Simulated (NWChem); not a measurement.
Molecule: C₂H₄Cl₂Si; SMILES Cl[SiH](C=C)Cl

```xyz
9

Si     0.3879    -0.0491     0.0000
Cl    -0.1060     1.0611     1.6677
Cl    -0.1060     1.0611    -1.6677
C     -0.5465    -1.6449     0.0000
C      0.0865    -2.8240     0.0000
H      1.8532    -0.2831     0.0000
H     -1.6433    -1.6220     0.0000
H      1.1805    -2.8961     0.0000
H     -0.4569    -3.7752     0.0000
```
Atoms are numbered in this order, from 1.

Program: NWChem. Medium grid unless said otherwise, to which SCAN and Minnesota functionals are sensitive. The geometry was optimised at PBE0/def2-SVP. Total energies of different functionals are on different scales.

| level | energy (Ha) | highest occupied level (eV) | orbital gap (eV) | dipole (D) |
|---|---|---|---|---|
| PBE/def2-TZVP | -1288.0288 | -7.33 | 5.21 | 2.16 |
| B3LYP/def2-TZVP | -1288.7170 | -8.25 | 6.92 | 2.25 |
| BLYP/def2-TZVP | -1288.6145 | -7.14 | 5.19 | 2.14 |
| r2SCAN/def2-TZVP | -1288.5299 | [?] | [?] | 2.26 |
| Hartree-Fock/def2-TZVP | -1286.1564 | -10.94 | 13.63 | 2.54 |
| TPSSh/def2-TZVP | -1288.7193 | -7.82 | 6.27 | 2.26 |

Question: What belongs in the gaps?

Answer: 
- r2SCAN/def2-TZVP, highest occupied level (eV): -7.59
- r2SCAN/def2-TZVP, orbital gap (eV): 5.66
